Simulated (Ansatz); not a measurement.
Cost and result up the ladder for the cluster K3I2 (the lowest doublet isomer of a short search) (5 atoms). The state is a doublet with charge 0. Geometry: B3LYP-D4/def2-SVP.

```xyz
5

K     1.285   -0.068   -2.168
K    -1.737    1.804    0.375
K     0.481   -1.750    1.761
I     1.597    1.368    0.932
I    -1.628   -1.354   -0.899
```

Ansatz on 4 threads of Arm Neoverse V2 on a shared host. Times are rough, and most runs start from the orbitals of an earlier one. PBE0-D4/def2-TZVP serves as the yardstick here, not as an exact answer. Differences are given only for rows in sets of like size (and for xTB, whose basis is part of the method), since another set adds its own error. Binding counts from free atoms at the same level (K doublet, I doublet; other spins of the atoms weren't run), without zero-point energy or a counterpoise term.

In the def2 sets I takes a core potential; there is no spin–orbit coupling. Correlated methods freeze 23 core orbitals; core or outer-core shells of K, I are correlated, in sets that lack core-valence functions. The rows differ in basis, and correlated rows in double-zeta sets carry the largest basis error. Another isomer (doublet) lies 0.03 eV lower at PBE0-D4/def2-TZVP; other spin states weren't run for this one.

Correlated methods converge slowly with the basis, most of all in double-zeta sets.

```csv
level,functions,wall time,binding energy per atom (eV),difference from PBE0-D4/def2-TZVP (eV)
LDA (SPW92)/def2-TZVP,199,3.4 s,1.97,0.17
PBE-D4/def2-SVP,124,4.5 s,1.81,–
PBE0-D4/def2-SVP,124,7 s,1.81,–
PBE-D4/def2-TZVP (with forces),199,8 s,1.80,0.00
MP2/def2-TZVP,199,12 s,1.80,0.01
PBE0-D4/def2-TZVP,199,15 s,1.80,0.00
PBE-QIDH/def2-TZVP,199,21 s,1.80,0.00
r2SCAN-D4/def2-TZVP,199,22 s,1.84,0.04
B97M-V/def2-TZVP,199,36 s,1.79,-0.01
CCSD(T)/def2-SVP,124,96 s,1.70,–
```
